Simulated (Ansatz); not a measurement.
Born–Oppenheimer molecular dynamics of BFH₃NO (7 atoms, charge 0, multiplicity 1). It starts from a relaxed structure.

Method: RKS PBE/6-31G* (Ansatz 0.2.0).

- ensemble: NVT, Langevin thermostat
- time step: 0.25 fs
- steps asked: 500
- set temperature: 300 K
- friction: 0.01 /fs
- temperature schedule: 125 steps to 300 K, then 375 steps to 75 K
- seed: 455092

Frames 2.5 fs apart, positions in Å.

Velocities at 62.5 fs (Å/ps):

```
B 1.81 -2.83 -4.01
N -0.32 -2.92 2.23
H 32.94 -31.88 11.23
H -16.22 0.75 4.72
F -0.05 6.43 -0.65
O -3.29 1.93 4.19
H 6.30 28.35 -7.51
```

```xyz
7
Properties=species:S:1:pos:R:3 time_fs=62.5 energy_less_start_eV=0.208 T=300
B 0.108 -0.015 0.064
N 0.092 -0.448 1.450
H -0.794 -0.496 1.913
H 0.780 -0.133 2.120
F 1.117 0.538 -0.602
O -1.002 -0.275 -0.736
H -1.802 -0.714 -0.421
7
Properties=species:S:1:pos:R:3 time_fs=65 energy_less_start_eV=0.261 T=277
B 0.107 -0.024 0.055
N 0.095 -0.452 1.453
H -0.754 -0.583 1.952
H 0.761 -0.123 2.137
F 1.120 0.555 -0.602
O -1.008 -0.268 -0.728
H -1.808 -0.653 -0.422
7
Properties=species:S:1:pos:R:3 time_fs=67.5 energy_less_start_eV=0.228 T=317
B 0.095 -0.036 0.052
N 0.101 -0.454 1.454
H -0.778 -0.687 1.984
H 0.784 -0.114 2.146
F 1.127 0.574 -0.603
O -1.008 -0.255 -0.728
H -1.860 -0.624 -0.369
7
Properties=species:S:1:pos:R:3 time_fs=70 energy_less_start_eV=0.205 T=319
B 0.082 -0.048 0.056
N 0.106 -0.450 1.454
H -0.761 -0.777 1.960
H 0.804 -0.109 2.117
F 1.131 0.590 -0.604
O -1.011 -0.241 -0.728
H -1.852 -0.584 -0.307
7
Properties=species:S:1:pos:R:3 time_fs=72.5 energy_less_start_eV=0.183 T=322
B 0.076 -0.057 0.064
N 0.111 -0.447 1.453
H -0.689 -0.846 1.887
H 0.825 -0.104 2.073
F 1.132 0.601 -0.601
O -1.018 -0.228 -0.729
H -1.788 -0.523 -0.264
7
Properties=species:S:1:pos:R:3 time_fs=75 energy_less_start_eV=0.178 T=294
B 0.077 -0.058 0.070
N 0.121 -0.443 1.445
H -0.641 -0.931 1.843
H 0.849 -0.095 2.052
F 1.128 0.609 -0.593
O -1.024 -0.212 -0.734
H -1.778 -0.488 -0.197
7
Properties=species:S:1:pos:R:3 time_fs=77.5 energy_less_start_eV=0.200 T=267
B 0.086 -0.052 0.067
N 0.133 -0.438 1.433
H -0.636 -1.035 1.844
H 0.862 -0.092 2.049
F 1.123 0.614 -0.579
O -1.029 -0.194 -0.740
H -1.792 -0.470 -0.131
7
Properties=species:S:1:pos:R:3 time_fs=80 energy_less_start_eV=0.138 T=326
B 0.100 -0.040 0.059
N 0.140 -0.434 1.421
H -0.574 -1.087 1.830
H 0.868 -0.097 2.058
F 1.117 0.617 -0.561
O -1.036 -0.176 -0.741
H -1.757 -0.437 -0.117
7
Properties=species:S:1:pos:R:3 time_fs=82.5 energy_less_start_eV=0.170 T=263
B 0.112 -0.027 0.048
N 0.143 -0.434 1.411
H -0.467 -1.095 1.806
H 0.860 -0.117 2.057
F 1.113 0.619 -0.542
O -1.045 -0.162 -0.739
H -1.722 -0.397 -0.131
7
Properties=species:S:1:pos:R:3 time_fs=85 energy_less_start_eV=0.148 T=298
B 0.117 -0.013 0.033
N 0.151 -0.428 1.398
H -0.412 -1.148 1.816
H 0.868 -0.155 2.051
F 1.114 0.621 -0.524
O -1.046 -0.147 -0.738
H -1.762 -0.378 -0.105
7
Properties=species:S:1:pos:R:3 time_fs=87.5 energy_less_start_eV=0.245 T=221
B 0.111 -0.003 0.020
N 0.158 -0.422 1.386
H -0.393 -1.218 1.824
H 0.905 -0.183 2.039
F 1.121 0.624 -0.509
O -1.045 -0.131 -0.733
H -1.806 -0.366 -0.090
7
Properties=species:S:1:pos:R:3 time_fs=90 energy_less_start_eV=0.144 T=332
B 0.096 0.005 0.010
N 0.165 -0.417 1.379
H -0.354 -1.217 1.787
H 0.956 -0.207 2.002
F 1.132 0.628 -0.495
O -1.049 -0.117 -0.723
H -1.783 -0.339 -0.129
```

Of the whole run (125 fs, mean temperature of the second half 264 K): The schedule's set-point averaged 150 K over the second half and the system 264 K, so it lags behind the ramp. A run of 0.12 ps of so small a system gives no equilibrium averages.

Time of the run: 6.4 min on 2 threads of Arm Neoverse V1, on a shared host, peak memory 0.11 GiB.
